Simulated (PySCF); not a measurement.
C4H6ClF, SMILES C1(Cl)(CCC1)F. Geometry: PBE0-D3(BJ)/def2-SVP.

The numbers are results of PBE0-D3(BJ)/def2-SVP (PySCF 2.14.0), not measurements.

Harmonic wavenumbers (cm⁻¹): 140, 286, 334, 398, 449, 575, 662, 786, 799, 922, 957, 1001, 1028, 1134, 1138, 1197, 1209, 1246, 1247, 1282, 1328, 1430, 1445, 1477, 3096, 3100, 3108, 3171, 3180, 3184. Rotational constants (GHz): 4.034, 2.618, 2.115; symmetry number 1.

Q: Work out the zero-point energy and the ideal-gas rigid-rotor harmonic-oscillator thermochemistry at 298.15 K and 1 atm.

A: ZPE = ½ Σ hcν = ½ × 41308 cm⁻¹ = 247.08 kJ/mol. H − E(el) = 264.41 kJ/mol. Entropy in J/(mol K): translation 167.20, rotation 113.25, vibration 39.17, total 319.62. G − E(el) = 169.12 kJ/mol. Cp = 95.24 J/(mol K). Modes under 150 cm⁻¹ make the vibrational entropy uncertain.
